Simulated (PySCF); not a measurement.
Distorted geometries of La(NH2)3

La(NH2)3 (singlet). PySCF 2.14.0, RKS BP86, La lcecp-1-SVP with ECP46, N def2-SVP, H def2-SVP; non-relativistic Hamiltonian with scalar-relativistic core potentials where named; density fitting; no spin-orbit coupling. Relaxed geometry:

```xyz
10

La   -0.0015    0.0000    0.0000
N     2.3095   -0.0017   -0.0005
H     2.9406    0.8110    0.0869
H     2.9394   -0.8153   -0.0883
N    -1.1540    1.9903    0.2200
H    -0.7575    2.9383    0.3249
H    -2.1772    2.1313    0.2315
N    -1.1570   -1.9887   -0.2194
H    -2.1804   -2.1282   -0.2306
H    -0.7619   -2.9372   -0.3246
```

Problem. Order these distorted geometries by energy above the relaxed one, lowest first.
A.
```xyz
10

La    0.2793   -0.1582   -0.1469
N     2.2677    0.2764    0.2047
H     2.9977    0.8853    0.0254
H     2.9466   -0.7804   -0.2551
N    -1.2404    2.0837    0.2525
H    -1.0075    2.8220    0.4560
H    -1.9660    2.0909    0.2240
N    -1.2456   -1.8712   -0.1384
H    -2.4421   -2.2059   -0.1856
H    -0.5899   -3.1426   -0.4365
```
B.
```xyz
10

La    0.3739   -0.2301    0.0110
N     2.3033    0.0604    0.0308
H     2.9567    0.8006    0.2458
H     3.0646   -0.9855    0.0761
N    -1.2726    2.0982    0.1651
H    -1.0151    3.0660    0.2435
H    -2.1257    2.0700    0.2581
N    -1.1369   -1.8698   -0.2555
H    -2.2539   -2.0831   -0.5533
H    -0.8943   -2.9267   -0.2216
```
C.
```xyz
10

La    0.0659   -0.0305   -0.0406
N     2.3780    0.0240    0.0931
H     2.8495    0.8149    0.1151
H     2.8803   -0.8733   -0.2557
N    -1.2028    2.0167    0.1845
H    -0.8682    2.9865    0.4000
H    -2.1273    2.1950    0.2330
N    -1.2037   -1.9406   -0.2018
H    -2.0297   -2.3336   -0.2195
H    -0.7420   -2.8591   -0.3082
```

Solution. C (1.41 eV), B (4.83 eV), A (10.87 eV).

Problem. Which forces (eV/Å) act in the one that lies 1.41 eV up?

Solution. 
```
La  -1.08  1.35  0.25
N   -3.74 -7.28 -0.91
H    4.04  5.02  0.03
H   -0.23  2.10  0.76
N    5.31 -0.63  0.00
H    0.47 -0.58 -0.17
H   -5.05  0.25  0.08
N    6.25  1.65 -0.03
H   -7.14 -1.87 -0.01
H    1.16 -0.01 -0.01
```
Forces carry noise of the integration grid, about 0.01 to 0.03 eV/Å.

No frequency check is given that shows the relaxed geometry to be a minimum, and it was reached by following one of several unstable modes of a saddle point.
